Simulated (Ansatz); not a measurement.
Species: GeF, charge 1, singlet. GeF+ (parent SMILES [Ge][F], singlet).
B3LYP-D3(BJ)/def2-TZVP minimum from Ansatz (a first-principles code):
```
F
Ge 1 1.6872
```
Charge +1, spin multiplicity 1.

Total energies in aug-cc-pVQZ, 10 correlated electrons, 15 frozen orbitals. Radicals and triplets start from unrestricted determinants; spin-orbit coupling is neglected. Correlated methods leave the cores frozen (noble-gas shells, and filled d and f shells in the p block). No relativity. The spin of FGe+ (parent SMILES [F][Ge], singlet) was assumed, and the state is the lowest solution found for it.

```csv
method,program,energy (Eh),minus CCSDT(Q) (mEh)
HF,Ansatz,-2174.64197,369.28
MP2,Ansatz,-2174.99463,16.61
CCSD,Ansatz,-2174.99728,13.97
CCSD(T),Ansatz,-2175.01049,0.75
CCSDT(Q),Ansatz,-2175.01124,0.00
```

Rough core times of Ansatz's runs on a shared machine: CCSD(T) 30 s, CCSDT(Q) 20 min.
